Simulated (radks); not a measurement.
Effect of the nuclear size on the lead ion Pb70+, [Ne] 3s2. Calculated with a radial shooting solver on a logarithmic mesh with Libxc functionals: Dirac Kohn-Sham, PBE, spin-unpolarised, spherical densities, finite nucleus; Fermi nuclear charge, rms radius 5.5012 fm. The rms radius is varied about that value; shifts are against it.

\begin{tabular}{lrrrrrrrr}
rms radius (fm) & total energy shift (eV) & density at nucleus (e/bohr^3) & 1s1/2 shift (meV) & 2s1/2 shift (meV) & 2p1/2 shift (meV) & 3s1/2 shift (meV) & 3p1/2 (empty) shift (meV) & 4s1/2 (empty) shift (meV) \\ \hline
4.8521 & -29.1 & 2.885e+06 & -11600 & -1820 & -66.1 & -500 & -23.8 & -200 \\
4.9786 & -23.6 & 2.853e+06 & -9430 & -1470 & -53.6 & -405 & -19.3 & -162 \\
5.5012 & 0 & 2.731e+06 & 0.000 & 0.000 & 0.000 & 0.000 & 0.000 & 0.000 \\
5.7543 & 11.9 & 2.679e+06 & 4760 & 744 & 27.1 & 204 & 9.75 & 81.8 \\
6.4859 & 48.0 & 2.542e+06 & 19200 & 3000 & 110 & 823 & 39.4 & 330 \\
\end{tabular}

Slopes of the eigenvalues against <r^2> in GHz/fm^2, as finite differences over the two radii next to the reference (eigenvalue slopes, not the field-shift constants of lines): 1s1/2 412000, 2s1/2 64400, 2p1/2 2350, 3s1/2 17700, 3p1/2 (empty) 843, 4s1/2 (empty) 7090.
